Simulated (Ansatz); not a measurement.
Coupled-cluster run, CH₃BCl₂O, SMILES `OB(Cl)CCl`.

```yaml
crystal:
  periodic: [false, false, false]
  atoms:
    - {symbol: O, position_ang: [0.267636, 0.857529, 1.458464]}
    - {symbol: B, position_ang: [0.498396, -0.146793, 0.607501]}
    - {symbol: Cl, position_ang: [1.689895, -1.367083, 1.041718]}
    - {symbol: C, position_ang: [-0.237353, -0.309992, -0.776607]}
    - {symbol: Cl, position_ang: [-1.411471, 1.007743, -1.065886]}
    - {symbol: H, position_ang: [-0.404615, 1.458866, 1.107272]}
    - {symbol: H, position_ang: [-0.783860, -1.253188, -0.823872]}
    - {symbol: H, position_ang: [0.473572, -0.304181, -1.604289]}
basis:
  gaussian: {orbitals: def2-SVP}
correlation: {method: ccsd_t}
```

```sh
$ ansatz run in.yaml --threads 2 --pin off --events-out ev --progress --plain --max-ram 4352MiB
```

Output of Ansatz, abridged:

```
Functional definition: HF
893 factors; integrals over basis functions are off by at most 1.3e-3 eV
mean field evaluation 1: about -28783.8087 eV, gradient 3.2e1 eV
mean field evaluation 2: about -28783.9035 eV, gradient 3.3e1 eV
mean field evaluation 4: about -28786.2888 eV, gradient 3.1e0 eV
mean field evaluation 8: about -28786.3258 eV, gradient 1.5e-1 eV
mean field -28786.32590906 eV, -1057.8779650853 hartree, gradient 9.6e-7 eV, S^2 0.000000; 0 other end points of the search recorded, 0 dependent functions left out
13 core orbitals not correlated: weight in the atoms' cores, before any rotation towards them, 1.000 or more for the frozen orbitals, at most 0.000 for the correlated occupied ones
reference -28786.32590906 eV, -1057.8779650853 hartree; 15, 15 occupied and 65, 65 virtual orbitals, 893 factors
second order -18.29404766 eV of doubles, -0.00000000 eV of singles
cycle   1  -19.00397799 eV  change   -7.1e-1 eV  update   9.1e-2
cycle   2  -19.40339646 eV  change   -4.0e-1 eV  update   2.6e-2
cycle   3  -19.50077201 eV  change   -9.7e-2 eV  update   1.4e-2
cycle   4  -19.49654339 eV  change    4.2e-3 eV  update   3.5e-3
cycle   5  -19.49563960 eV  change    9.0e-4 eV  update   1.3e-3
cycle   6  -19.49564600 eV  change   -6.4e-6 eV  update   4.1e-4
cycle   7  -19.49548187 eV  change    1.6e-4 eV  update   1.2e-4
cycle   8  -19.49548203 eV  change   -1.6e-7 eV  update   4.1e-5
cycle   9  -19.49549529 eV  change   -1.3e-5 eV  update   1.3e-5
perturbative correction -0.49830649 eV, -0.0183124257 hartree
Total energy: -28806.31971084 eV, -1058.6127237486 hartree
```

Hardware: 2 threads of an Arm Neoverse V1 on a shared host. Wall time 6 s, peak host memory 0.32 GiB.

MP2 recovers 91.5 % of the CCSD(T) correlation energy and the triples give 2.5 %; T1 = 0.0116.
